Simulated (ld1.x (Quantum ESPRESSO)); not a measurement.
## An all-electron radial function and its pseudo partner (chromium (Cr))

Columns: radius, all-electron u(r) and pseudo u(r) of the 3s shell (level -73.99 eV) of chromium in the configuration [Ne] 3s2 3p6 3d5 4s1 4p0; PBE, scalar-relativistic, RRKJ scheme, ld1.x (Quantum ESPRESSO) 7.5.

| r (bohr) | all-electron | pseudo |
| --- | --- | --- |
| 0.082 | 0.0104 | 0.1472 |
| 0.165 | -0.5660 | 0.2966 |
| 0.248 | -0.5388 | 0.4458 |
| 0.330 | -0.1665 | 0.5906 |
| 0.413 | 0.2865 | 0.7299 |
| 0.495 | 0.6698 | 0.8541 |
| 0.578 | 0.9448 | 0.9590 |
| 0.660 | 1.1039 | 1.0354 |
| 0.742 | 1.1696 | 1.0794 |
| 0.825 | 1.1658 | 1.0885 |
| 0.908 | 1.1144 | 1.0629 |
| 0.990 | 1.0352 | 1.0081 |
| 1.072 | 0.9415 | 0.9311 |
| 1.155 | 0.8413 | 0.8393 |
| 1.238 | 0.7423 | 0.7427 |
| 1.320 | 0.6496 | 0.6498 |
| 1.402 | 0.5639 | 0.5639 |
| 1.485 | 0.4856 | 0.4856 |
| 1.568 | 0.4160 | 0.4160 |
| 1.650 | 0.3554 | 0.3554 |
| 1.733 | 0.3020 | 0.3020 |
| 1.815 | 0.2563 | 0.2563 |
| 1.898 | 0.2166 | 0.2166 |
| 1.980 | 0.1830 | 0.1830 |
| 2.062 | 0.1543 | 0.1543 |
| 2.145 | 0.1296 | 0.1296 |

Question: How many radial nodes do the two functions have?

Answer: The all-electron 3s function has n − l − 1 = 2; the pseudo-wave has 0, since the states of the same l below it are removed with the core.

Question: At about which radius was the pseudo-wave matched?

Answer: 1.40 bohr. The columns agree to 0.0005 from 1.24 bohr on; several derivatives are matched, so the curves merge somewhat inside the radius.

Question: Is the pseudo-wave norm-conserving?

Answer: Yes: the RRKJ scheme keeps the norm inside the radius equal to the all-electron one, which fixes the energy derivative of the logarithmic derivative at the level.
